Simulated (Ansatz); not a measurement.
A nudged elastic band was laid between two geometries of H7OPSi2 (11 atoms, charge 0, multiplicity 1).

Level of theory: RKS PBE0-D4/6-31G* in Ansatz.

```
movable images  : 5
climbing image  : yes
spring          : 5.0 eV/Å²
optimiser       : quadratic models (default)
start path      : IDPP
force threshold : 0.05 eV/Å
iteration limit : 60
end points      : relaxed
```

Initial state:

```xyz
11
Properties=species:S:1:pos:R:3
O 1.434 2.226 -1.310
P -0.067 1.524 -1.002
Si 0.627 -0.430 -0.089
Si -1.167 -1.473 0.994
H 1.412 2.589 -2.206
H -0.348 2.131 0.258
H 1.755 -0.216 0.865
H 1.118 -1.300 -1.197
H -2.277 -1.731 0.034
H -1.686 -0.604 2.089
H -0.736 -2.772 1.584
```

Final state:

```xyz
11
Properties=species:S:1:pos:R:3
O -0.907 1.509 -1.103
P 0.605 1.832 -0.417
Si 1.174 -0.315 0.077
Si -0.818 -1.294 0.806
H -1.535 2.154 -0.751
H 1.371 1.934 -1.615
H 2.196 -0.287 1.165
H 1.757 -1.069 -1.072
H -1.723 -1.566 -0.342
H -1.505 -0.376 1.759
H -0.549 -2.580 1.513
```

What changes between the two ends?

No bond is made or broken. The dihedral O1–P2–Si3–H7 goes from 43 to -157°.

Give the energies along the band, and the barrier.

It converged. The highest image is number 3 of 0 to 6, 10.0 kJ/mol above the first end and 11.2 kJ/mol above the last; the last end lies 1.2 kJ/mol below the first. A vibrational analysis at the climbing image gives one clearly imaginary mode, 75i cm⁻¹: a first-order saddle point.

```json
{"image": "0", "path coordinate (Å)": "0.00", "energy (kJ/mol)": "0.0", "dihedral O1–P2–Si3–H7 (°)": "43"}
{"image": "1", "path coordinate (Å)": "0.83", "energy (kJ/mol)": "2.1", "dihedral O1–P2–Si3–H7 (°)": "62"}
{"image": "2", "path coordinate (Å)": "1.67", "energy (kJ/mol)": "7.2", "dihedral O1–P2–Si3–H7 (°)": "85"}
{"image": "3", "path coordinate (Å)": "2.50", "energy (kJ/mol)": "10.0", "dihedral O1–P2–Si3–H7 (°)": "110"}
{"image": "4", "path coordinate (Å)": "3.76", "energy (kJ/mol)": "4.9", "dihedral O1–P2–Si3–H7 (°)": "147"}
{"image": "5", "path coordinate (Å)": "5.02", "energy (kJ/mol)": "0.5", "dihedral O1–P2–Si3–H7 (°)": "175"}
{"image": "6", "path coordinate (Å)": "6.28", "energy (kJ/mol)": "-1.2", "dihedral O1–P2–Si3–H7 (°)": "-157"}
```

What is the geometry of the highest image?


```xyz
11
Properties=species:S:1:pos:R:3:forces:R:3
O 0.652 1.888 -1.965 0.02 -0.01 -0.03
P -0.096 1.769 -0.462 -0.03 0.03 0.01
Si 0.753 -0.244 0.213 0.02 -0.01 0.00
Si -1.009 -1.611 0.912 -0.01 0.00 -0.01
H 0.002 2.237 -2.589 -0.01 -0.01 0.00
H 0.812 2.548 0.314 0.00 -0.01 0.01
H 1.721 -0.078 1.338 0.00 0.00 0.00
H 1.466 -0.848 -0.948 0.00 0.00 0.00
H -1.956 -1.843 -0.216 0.00 0.00 0.00
H -1.756 -0.943 2.016 0.00 0.00 0.00
H -0.524 -2.932 1.407 0.01 0.00 -0.01
```

What are the harmonic wavenumbers there?

75i, 96, 107, 176, 258, 316, 410, 473, 500, 527, 680, 711, 765, 796, 878, 912, 938, 939, 946, 1144, 2226, 2244, 2252, 2257, 2261, 2401, 3832 cm⁻¹.

Time of the run: 93 s on 1 thread of AMD EPYC 9R45 96-Core Processor (Zen 5) (shared host), peak memory 0.2 GiB.
